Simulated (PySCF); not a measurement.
Species: C2H10O2SSi2.
SMILES: `CO[SiH2]S[SiH2]OC`

Computed with PySCF, TDDFT CAM-B3LYP/def2-SVPD, vertical, gas phase, core orbitals frozen in the response. The structure is a single GFN2-xTB conformer in the gas phase; no vibrational or solvent corrections. Torsions of this conformer, `[CH3:1][O:2][SiH2:3][S:4][SiH2:5][O:6][CH3:7]`: C1–O2–Si3–S4 -45°, O2–Si3–S4–Si5 -167°, Si3–S4–Si5–O6 -4°, S4–Si5–O6–C7 180°.

Each state is given a Gaussian of 0.3 eV full width at half maximum, with ε(max) = 2.175×10⁸ f / Δν̃ (Δν̃ the width in cm⁻¹). The width is an assumption, not a result. The curve ends short of the highest state used, and states not computed would add to its high-energy end.

| E (eV) | ε (L mol⁻¹ cm⁻¹) |
| --- | --- |
| 5.36 | 1 |
| 5.40 | 4 |
| 5.44 | 10 |
| 5.48 | 23 |
| 5.52 | 50 |
| 5.56 | 98 |
| 5.60 | 174 |
| 5.64 | 278 |
| 5.67 | 370 |
| 5.71 | 498 |
| 5.75 | 608 |
| 5.79 | 672 |
| 5.83 | 673 |
| 5.87 | 611 |
| 5.91 | 503 |
| 5.95 | 375 |
| 5.99 | 255 |
| 6.03 | 158 |
| 6.07 | 90 |
| 6.11 | 49 |
| 6.15 | 27 |
| 6.19 | 17 |
| 6.22 | 15 |
| 6.26 | 18 |
| 6.30 | 33 |
| 6.34 | 67 |
| 6.38 | 134 |
| 6.42 | 248 |
| 6.46 | 421 |
| 6.50 | 648 |
| 6.54 | 905 |
| 6.58 | 1145 |
| 6.62 | 1313 |
| 6.66 | 1364 |
| 6.70 | 1284 |
| 6.73 | 1152 |
| 6.77 | 916 |
| 6.81 | 668 |
| 6.85 | 463 |
| 6.89 | 340 |
| 6.93 | 329 |
| 6.97 | 455 |
| 7.01 | 740 |
| 7.05 | 1199 |

**Question.** Where are the band maxima, and which computed states make them?

**Answer.** 213 nm (5.81 eV), ε about 680, made up of S1 (100%); 186 nm (6.66 eV), ε about 1400, made up of S3 (100%) (ε in L mol⁻¹ cm⁻¹; maxima over ε = 5, shares over 10%). At its high-energy end, 7.05 eV, the curve is still rising (ε about 1200, from S4, S5 and S6). The states used: S1 5.81 eV (f 0.0076); S2 6.18 eV (f 0.0001); S3 6.66 eV (f 0.015); S4 7.19 eV (f 0.0050); S5 7.22 eV (f 0.017); S6 7.29 eV (f 0.023); S7 7.41 eV (f 0.014); S8 7.65 eV (f 0.044).

**Question.** On this curve, what absorbance would a 10⁻⁴ mol/L sample give at 193 nm over a 1 cm path?

**Answer.** 193 nm is 6.424 eV, where ε is about 260 L mol⁻¹ cm⁻¹, so A = ε c l ≈ 0.026 (Beer–Lambert, with the gas-phase spectrum and the assumed width).

**Question.** What would ε be at 6.66 eV, the highest of these maxima, with half the width (0.15 eV)?

**Answer.** About 2720 L mol⁻¹ cm⁻¹ against 1360, a factor of about 1.99; a lone state at its own centre would give exactly 2.

**Question.** Coming from long wavelengths, where does ε first pass 100 L mol⁻¹ cm⁻¹?

**Answer.** At about 223 nm (5.56 eV), 0.25 eV below S1.
